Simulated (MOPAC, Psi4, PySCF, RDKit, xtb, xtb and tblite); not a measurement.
Two geometries of SMILES CC(=O)CCc1ccco1, relaxed at GFN2-xTB with one dihedral held; other torsions can differ between them too.

Structure A

```
20

C      2.4614    -2.9436    -0.9740
C      2.4990    -1.4562    -0.7397
O      3.4114    -0.7619    -1.1068
C      1.2684    -0.8753    -0.0674
C      0.0754    -0.8672    -1.0439
C      0.4399    -0.2149    -2.3337
C      0.4250     1.0879    -2.7325
C      0.9403     1.1054    -4.0524
C      1.2315    -0.1859    -4.3551
O      0.9316    -0.9939    -3.3229
H      3.4647    -3.3177    -1.1593
H      2.0113    -3.4691    -0.1366
H      1.8605    -3.1267    -1.8640
H      1.4927     0.1509     0.2286
H      1.0100    -1.4578     0.8174
H     -0.7534    -0.3268    -0.5844
H     -0.2428    -1.8920    -1.2435
H      0.0895     1.9292    -2.1614
H      1.0745     1.9620    -4.6802
H      1.6382    -0.6453    -5.2337
```

Structure B

```
20

C     -2.7401     1.2970    -0.4464
C     -1.9187     0.4223     0.4604
O     -1.7048     0.7147     1.6109
C     -1.3340    -0.8524    -0.1214
C     -1.6326    -1.1817    -1.5859
C     -3.0536    -1.5810    -1.8095
C     -3.9790    -1.1718    -2.7247
C     -5.1539    -1.9219    -2.4669
C     -4.8546    -2.7299    -1.4170
O     -3.5871    -2.5333    -1.0142
H     -3.1103     2.1530     0.1118
H     -3.5749     0.7333    -0.8553
H     -2.1285     1.6456    -1.2757
H     -0.2520    -0.7873     0.0231
H     -1.6793    -1.6757     0.5099
H     -1.3946    -0.3424    -2.2389
H     -0.9889    -2.0192    -1.8738
H     -3.8439    -0.4314    -3.4869
H     -6.0849    -1.8616    -2.9918
H     -5.4309    -3.4581    -0.8824
```

Problem. Which is lower in energy at the level B3LYP-D3(BJ)/def2-SVP // GFN2-xTB (Psi4 1.11), and by how much?

Solution. A is lower, by 1.74 kJ/mol (dihedral O3–C2–C4–C5: 105° in A, 180° in B).

E(B) − E(A) in kJ/mol at the other levels, on the same two geometries: GFN2-xTB (xtb and tblite) 4.60; MMFF94 // GFN2-xTB (RDKit) 7.30; B3LYP/def2-SVP // GFN2-xTB (Psi4) 1.35; PBE/def2-SVP // GFN2-xTB (Psi4) -0.45; PBE-D3(BJ)/def2-SVP // GFN2-xTB (Psi4) -0.25; UFF // GFN2-xTB (RDKit) 7.71; PM6, restricted, heats of formation // GFN2-xTB (MOPAC) -3.65; AM1, restricted, heats of formation // GFN2-xTB (MOPAC) -2.36; GFN1-xTB // GFN2-xTB (xtb) 2.34; restricted B3LYP/6-31G*, spherical d, density fitting // GFN2-xTB (PySCF) 1.43; restricted BP86/6-31G*, spherical d, density fitting // GFN2-xTB (PySCF) -0.64; restricted Hartree-Fock/6-31G*, spherical d, density fitting // GFN2-xTB (PySCF) 3.43; restricted MP2 (frozen core)/3-21G // GFN2-xTB (PySCF) 9.36.
